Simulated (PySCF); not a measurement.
Optical rotation: `InChI=1S/C7H7F/c1-2-6-3-4-7(8)5-6/h1,3-4,6-7H,5H2/t6-,7+/m1/s1`

Geometry:
| atom | x (Å) | y (Å) | z (Å) |
| --- | --- | --- | --- |
| C1 | 3.023 | -0.863 | 0.232 |
| C2 | 1.831 | -0.738 | 0.405 |
| C3 | 0.394 | -0.586 | 0.608 |
| C4 | -0.466 | -1.427 | -0.313 |
| C5 | -1.528 | -0.749 | -0.750 |
| C6 | -1.558 | 0.643 | -0.192 |
| F7 | -1.861 | 1.588 | -1.148 |
| C8 | -0.145 | 0.840 | 0.353 |
| H9 | 4.080 | -0.971 | 0.071 |
| H10 | 0.176 | -0.880 | 1.653 |
| H11 | -0.231 | -2.470 | -0.534 |
| H12 | -2.323 | -1.140 | -1.388 |
| H13 | -2.332 | 0.735 | 0.594 |
| H14 | -0.089 | 1.488 | 1.237 |
| H15 | 0.438 | 1.306 | -0.455 |

Theory: PySCF, TDDFT B3LYP/def2-SVP circular dichroism and optical rotation, one conformer, gas phase. Geometry: PBE0-D3(BJ)/def2-SVP.

States above about 7.4 eV lie in this functional's continuum (it starts at minus the energy of the highest occupied orbital, well below the true ionisation energy for most functionals) and depend on the basis. Singlets 15 and 16 lie within 0.01 eV of each other, so their separate moments and overlaps can depend on how they mix.

Stereocentres: C3 S, C6 R.

Task: What is the specific rotation at 1907, 1340, 694.3, 589.3 nm?

Result: [α] in deg dm⁻¹ (g/mL)⁻¹:
| λ (nm) | origin-invariant length gauge | modified velocity gauge | length gauge (centre of mass) | isotropic polarisability (au) |
| --- | --- | --- | --- | --- |
| 1907 | -8.9 | -10.2 | -7.9 | 68.3 |
| 1340 | -18.4 | -21.0 | -16.3 | 68.5 |
| 694.3 | -74.4 | -84.3 | -66.1 | 69.5 |
| 589.3 | -108.0 | -122.0 | -96.3 | 70.1 |

Task: And for the mirror image at 589.3 nm?

Result: +108.0 deg dm⁻¹ (g/mL)⁻¹ (origin-invariant length gauge): the same size and the opposite sign.

Task: What is the molar rotation [Φ] = [α]·M/100 of the geometry above at 589.3 nm?

Result: With M = 110.13 g/mol, -118.9 deg cm² dmol⁻¹ (origin-invariant length gauge).

The first excitation lies at 6.23 eV (199 nm) with R = -0.6 × 10⁻⁴⁰ esu² cm² (velocity form).
